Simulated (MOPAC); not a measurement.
Input for MOPAC: PM3 on C3H12Si (a complex), monomers drawn apart or pushed together.

```
PM3 1SCF PRECISE CHARGE=0 THREADS=1
C3H12Si

C      0.87883875 1     0.08670683 1     0.45526027 1
C     -0.51024346 1     0.68180204 1     0.24485405 1
H      1.55682397 1     0.36663610 1    -0.35335539 1
H      0.84171862 1    -1.00329362 1     0.49444022 1
H      1.32616653 1     0.43233309 1     1.38938324 1
H     -0.47748493 1     1.77313645 1     0.22720046 1
H     -1.19534105 1     0.38359377 1     1.04033541 1
H     -0.94294756 1     0.35026877 1    -0.70095558 1
C     -0.45211581 1     0.92623578 1     3.83054090 1
Si    -0.08825173 1    -0.91004209 1     3.70625643 1
H      0.06348386 1     1.36467505 1     4.68690846 1
H     -1.52223521 1     1.10159814 1     3.95525282 1
H     -0.12668865 1     1.45306417 1     2.93271309 1
H      1.36428982 1    -1.14678908 1     3.52557800 1
H     -0.80584763 1    -1.51259523 1     2.55737679 1
H     -0.52321774 1    -1.60694465 1     4.94180296 1
```

It printed:

```
*******************************************************************************
 **                                                                           **
 **                              MOPAC v23.2.5                                **
 **                                                                           **
 *******************************************************************************
 ** MOPAC's Digital Object Identifier: https://doi.org/10.5281/zenodo.6511958 **
 **                                                                           **
 ** Please cite the open-source release paper for use of this MOPAC version:  **
 ** J. E. Moussa and J. J. P. Stewart (2026)                                  **
 ** MOPAC: An open-source semiempirical molecular orbital program             **
 ** J. Open Source Softw., 11(119), 8025, https://doi.org/10.21105/joss.08025 **
 *******************************************************************************

                              PM3 CALCULATION RESULTS

 *******************************************************************************
 *  PM3        - The PM3 Hamiltonian to be used
 *
 *
 *
 *                 CHARGE ON SYSTEM = 0
 *
 *
 *
 *  PRECISE    - TIGHTER CRITERIA TO BE USED
 *  1SCF       - DO 1 SCF AND THEN STOP
 *  THREADS=1  - MULTI-THREADING NOT USED
 *  T=         - A TIME OF 172800.0 SECONDS REQUESTED
 *  DUMP=N     - RESTART FILE WRITTEN EVERY 7200.0 SECONDS REQUESTED
 *******************************************************************************
PM3 1SCF PRECISE CHARGE=0 THREADS=1
 C3H12Si

   ATOM   CHEMICAL          X               Y               Z
  NUMBER   SYMBOL      (ANGSTROMS)     (ANGSTROMS)     (ANGSTROMS)

     1       C          0.87883875  *   0.08670683  *   0.45526027  *
     2       C         -0.51024346  *   0.68180204  *   0.24485405  *
     3       H          1.55682397  *   0.36663610  *  -0.35335539  *
     4       H          0.84171862  *  -1.00329362  *   0.49444022  *
     5       H          1.32616653  *   0.43233309  *   1.38938324  *
     6       H         -0.47748493  *   1.77313645  *   0.22720046  *
     7       H         -1.19534105  *   0.38359377  *   1.04033541  *
     8       H         -0.94294756  *   0.35026877  *  -0.70095558  *
     9       C         -0.45211581  *   0.92623578  *   3.83054090  *
    10      Si         -0.08825173  *  -0.91004209  *   3.70625643  *
    11       H          0.06348386  *   1.36467505  *   4.68690846  *
    12       H         -1.52223521  *   1.10159814  *   3.95525282  *
    13       H         -0.12668865  *   1.45306417  *   2.93271309  *
    14       H          1.36428982  *  -1.14678908  *   3.52557800  *
    15       H         -0.80584763  *  -1.51259523  *   2.55737679  *
    16       H         -0.52321774  *  -1.60694465  *   4.94180296  *



          CARTESIAN COORDINATES

    NO.       ATOM           X           Y           Z

     1         C          0.8788      0.0867      0.4553
     2         C         -0.5102      0.6818      0.2449
     3         H          1.5568      0.3666     -0.3534
     4         H          0.8417     -1.0033      0.4944
     5         H          1.3262      0.4323      1.3894
     6         H         -0.4775      1.7731      0.2272
     7         H         -1.1953      0.3836      1.0403
     8         H         -0.9429      0.3503     -0.7010
     9         C         -0.4521      0.9262      3.8305
    10        Si         -0.0883     -0.9100      3.7063
    11         H          0.0635      1.3647      4.6869
    12         H         -1.5222      1.1016      3.9553
    13         H         -0.1267      1.4531      2.9327
    14         H          1.3643     -1.1468      3.5256
    15         H         -0.8058     -1.5126      2.5574
    16         H         -0.5232     -1.6069      4.9418

  H: (PM3): J. J. P. STEWART, J. COMP. CHEM. 10, 209 (1989).
  C: (PM3): J. J. P. STEWART, J. COMP. CHEM. 10, 209 (1989).
 Si: (PM3): J. J. P. STEWART, J. COMP. CHEM. 10, 209 (1989).

           Empirical Formula: C3 H12 Si  =    16 atoms



      MOLECULAR POINT GROUP   :   C1


      RHF CALCULATION, NO. OF DOUBLY OCCUPIED LEVELS = 14


 -------------------------------------------------------------------------------
 PM3 1SCF PRECISE CHARGE=0 THREADS=1
 C3H12Si



     1SCF WAS SPECIFIED, SO BFGS WAS NOT USED
     SCF FIELD WAS ACHIEVED


                              PM3 CALCULATION
                                                       MOPAC v23.2.5 Linux




          FINAL HEAT OF FORMATION =        -22.35949 KCAL/MOL =     -93.55209 KJ/MOL


          COSMO AREA              =        145.93 SQUARE ANGSTROMS
          COSMO VOLUME            =        141.53 CUBIC ANGSTROMS

          IONIZATION POTENTIAL    =         11.026211 EV
          HOMO LUMO ENERGIES (EV) =        -11.026  0.673
          NO. OF FILLED LEVELS    =         14
          MOLECULAR WEIGHT        =         76.2133         POINT GROUP:  C1

          MOLECULAR DIMENSIONS (Angstroms)

            Atom       Atom       Distance
            H    16    H     3     6.02165
            H     8    H    11     3.82177
            H    12    H    14     3.62072


          SCF CALCULATIONS        =          1





   ATOM   CHEMICAL          X               Y               Z
  NUMBER   SYMBOL      (ANGSTROMS)     (ANGSTROMS)     (ANGSTROMS)

     1       C          0.87883875  *   0.08670683  *   0.45526027  *
     2       C         -0.51024346  *   0.68180204  *   0.24485405  *
     3       H          1.55682397  *   0.36663610  *  -0.35335539  *
     4       H          0.84171862  *  -1.00329362  *   0.49444022  *
     5       H          1.32616653  *   0.43233309  *   1.38938324  *
     6       H         -0.47748493  *   1.77313645  *   0.22720046  *
     7       H         -1.19534105  *   0.38359377  *   1.04033541  *
     8       H         -0.94294756  *   0.35026877  *  -0.70095558  *
     9       C         -0.45211581  *   0.92623578  *   3.83054090  *
    10      Si         -0.08825173  *  -0.91004209  *   3.70625643  *
    11       H          0.06348386  *   1.36467505  *   4.68690846  *
    12       H         -1.52223521  *   1.10159814  *   3.95525282  *
    13       H         -0.12668865  *   1.45306417  *   2.93271309  *
    14       H          1.36428982  *  -1.14678908  *   3.52557800  *
    15       H         -0.80584763  *  -1.51259523  *   2.55737679  *
    16       H         -0.52321774  *  -1.60694465  *   4.94180296  *

                             CARTESIAN COORDINATES

   1    C        0.878838750     0.086706830     0.455260270
   2    C       -0.510243460     0.681802040     0.244854050
   3    H        1.556823970     0.366636100    -0.353355390
   4    H        0.841718620    -1.003293620     0.494440220
   5    H        1.326166530     0.432333090     1.389383240
   6    H       -0.477484930     1.773136450     0.227200460
   7    H       -1.195341050     0.383593770     1.040335410
   8    H       -0.942947560     0.350268770    -0.700955580
   9    C       -0.452115810     0.926235780     3.830540900
  10   Si       -0.088251730    -0.910042090     3.706256430
  11    H        0.063483860     1.364675050     4.686908460
  12    H       -1.522235210     1.101598140     3.955252820
  13    H       -0.126688650     1.453064170     2.932713090
  14    H        1.364289820    -1.146789080     3.525578000
  15    H       -0.805847630    -1.512595230     2.557376790
  16    H       -0.523217740    -1.606944650     4.941802960


           Empirical Formula: C3 H12 Si  =    16 atoms



      MOLECULAR POINT GROUP   :   C1


                  EIGENVALUES
 -34.43491 -28.84321 -23.02461 -16.09127 -15.35332 -15.03344 -14.15124 -13.80902
 -13.38765 -11.97776 -11.95463 -11.37132 -11.05647 -11.02621   0.67305   1.67875
   2.17832   2.18951   3.98758   4.19438   4.21949   4.40216   4.58961   4.61709
   4.71678   4.93468   5.06179   5.06717


              NET ATOMIC CHARGES AND DIPOLE CONTRIBUTIONS

  ATOM NO.   TYPE          CHARGE      No. of ELECS.   s-Pop       p-Pop
    1          C          -0.117835        4.1178     1.13872     2.97911
    2          C          -0.115653        4.1157     1.13779     2.97786
    3          H           0.032541        0.9675     0.96746
    4          H           0.041781        0.9582     0.95822
    5          H           0.044053        0.9559     0.95595
    6          H           0.033069        0.9669     0.96693
    7          H           0.046741        0.9533     0.95326
    8          H           0.033967        0.9660     0.96603
    9          C          -0.279931        4.2799     1.15275     3.12718
   10         Si           0.450541        3.5495     0.95715     2.59231
   11          H           0.056144        0.9439     0.94386
   12          H           0.056023        0.9440     0.94398
   13          H           0.062242        0.9378     0.93776
   14          H          -0.113865        1.1139     1.11387
   15          H          -0.110524        1.1105     1.11052
   16          H          -0.119295        1.1193     1.11929
 DIPOLE           X         Y         Z       TOTAL
 POINT-CHG.    -0.051     0.180     0.057     0.195
 HYBRID        -0.034     0.202     0.004     0.205
 SUM           -0.085     0.382     0.061     0.396


          ATOMIC ORBITAL ELECTRON POPULATIONS

     Atom    s        px        py        pz
    1  C   1.13872   0.96479   1.00534   1.00898
    2  C   1.13779   0.97012   0.99689   1.01085
    3  H   0.96746
    4  H   0.95822
    5  H   0.95595
    6  H   0.96693
    7  H   0.95326
    8  H   0.96603
    9  C   1.15275   1.03426   1.05623   1.03669
   10 Si   0.95715   0.87927   0.83469   0.87836
   11  H   0.94386
   12  H   0.94398
   13  H   0.93776
   14  H   1.11387
   15  H   1.11052
   16  H   1.11929

 **********************
 *                    *
 * JOB ENDED NORMALLY *
 *                    *
 **********************




 == MOPAC DONE ==
```

The run finished.

Cost: about 0.05 core-seconds (a rough figure).
